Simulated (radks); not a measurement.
Values are calculated unless marked as measured or tabulated.
Ionisation of the tantalum ion Ta42+, [Ar] 3d10 4s2 4p1, to Ta43+, [Ar] 3d10 4s2, under several functionals. Dirac Kohn-Sham, spin-unpolarised, spherical densities, finite nucleus; open shells are shared between the two j in proportion to 2j + 1; a radial shooting solver on a logarithmic mesh with Libxc functionals.

functional                                      E(Ta42+) (hartree)  Exc (hartree)  IE (eV)  -e(HOMO) (eV)  <r> HOMO (bohr)  IE error (eV)
PBEsol                                                 -14463.1370      -236.3160   2054.8         1995.9           0.4172          -58.2
HCTH/407                                               -14472.6542      -245.9914   2057.0         1998.7           0.4166          -56.0
PBE                                                    -14467.7572      -240.9748   2055.0         1996.0           0.4173          -58.0
LDA (Slater exchange, Perdew-Wang correlation)         -14457.9632      -231.0959   2056.2         1997.0           0.4170          -56.8
OLYP                                                   -14471.3228      -244.6188   2054.7         1996.4           0.4172          -58.3

NIST Atomic Spectra Database: 2113 eV (theoretical). Closest: HCTH/407. The Delta-SCF values span 2.31 eV, the total energies 14.69 hartree. The highest occupied level is 4p3/2. Spin polarisation and multiplet splitting are left out, so open shells lie too high by an amount that depends on their filling. Sharing an open shell by 2j + 1 raises it above the true ground level by a part of the spin-orbit splitting, which enters the differences from NIST.

Beside tabulated values, note that spin-unpolarised runs miss the spin-polarisation part of the exchange energy of open shells.
